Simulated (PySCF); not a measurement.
Species: 2,5-dimethylanisole, C9H12O.
Bonds: C1–O2, O2–C3, C3–C4 (aromatic), C4–C5 (aromatic), C5–C6, C5–C7 (aromatic), C7–C8 (aromatic), C8–C9 (aromatic), C9–C10, C3–C9 (aromatic). Hydrogens: H11, H12, H13 on C1; H14 on C4; H15, H16, H17 on C6; H18 on C7; H19 on C8; H20, H21, H22 on C10.

Theory: PySCF 2.14.0, PBE0-D3(BJ)/def2-SVP geometry optimisation, gas phase.

Give the optimised bond lengths and angles.

| bond | length (Å) |
| --- | --- |
| C1–O2 | 1.398 |
| O2–C3 | 1.353 |
| C3–C4 | 1.395 |
| C4–C5 | 1.402 |
| C5–C6 | 1.502 |
| C5–C7 | 1.394 |
| C7–C8 | 1.396 |
| C8–C9 | 1.391 |
| C9–C10 | 1.497 |
| C3–C9 | 1.410 |
| C1–H11, C1–H12, C1–H13 | 1.102 |
| C4–H14 | 1.091 |
| C6–H15, C6–H16, C6–H17 | 1.101 |
| C7–H18 | 1.093 |
| C8–H19 | 1.094 |
| C10–H20, C10–H21, C10–H22 | 1.101 |

Bonds in one row agree within 0.01 Å and their mean is given. A selection of angles:
| angle | degrees |
| --- | --- |
| O2–C1–H11 | 111.9 |
| O2–C1–H12 | 106.7 |
| H11–C1–H12 | 108.8 |
| C1–O2–C3 | 119.0 |
| O2–C3–C4 | 123.9 |
| O2–C3–C9 | 115.3 |
| C4–C3–C9 | 120.8 |
| C3–C4–C5 | 120.9 |
| C3–C4–H14 | 120.3 |
| C5–C4–H14 | 118.8 |
| C4–C5–C6 | 120.3 |
| C4–C5–C7 | 118.5 |
| C6–C5–C7 | 121.3 |
| C5–C6–H15 | 111.6 |
| H15–C6–H16 | 108.1 |
| C5–C7–C8 | 120.4 |
| C5–C7–H18 | 119.8 |
| C8–C7–H18 | 119.8 |
| C7–C8–C9 | 121.9 |
| C7–C8–H19 | 119.5 |
| C9–C8–H19 | 118.6 |
| C8–C9–C10 | 122.8 |
| C3–C9–C8 | 117.5 |
| C3–C9–C10 | 119.7 |
| C9–C10–H20 | 111.1 |
| H20–C10–H21 | 108.5 |
| H21–C10–H22 | 106.2 |

Dihedral angles: C1–O2–C3–C4 -1° (synperiplanar). The mirror-image conformer, all signs reversed, is as good.

The 10 heavy atoms lie in one plane (0.009 Å rms). The 8 C–C bonds span 1.391 Å (C8–C9, aromatic) to 1.502 Å (C5–C6, drawn single), a spread of 0.111 Å. The 6-membered ring C3–C4–C5–C7–C8–C9 has internal angles of 117.5° to 121.9°; it is planar, 0.00 Å rms from its mean plane, widest ring torsion 0°. Of the pairs four or more bonds apart, C1···H14 is among the closest relative to their van der Waals radii: 2.51 Å, 87 % of the sum of Bondi's values. The 2 C–O bonds span 1.353 Å (O2–C3, drawn single) to 1.398 Å (C1–O2, drawn single), a spread of 0.045 Å.

Whether it is a minimum is left open (no frequencies). The numbers are those of one conformer.
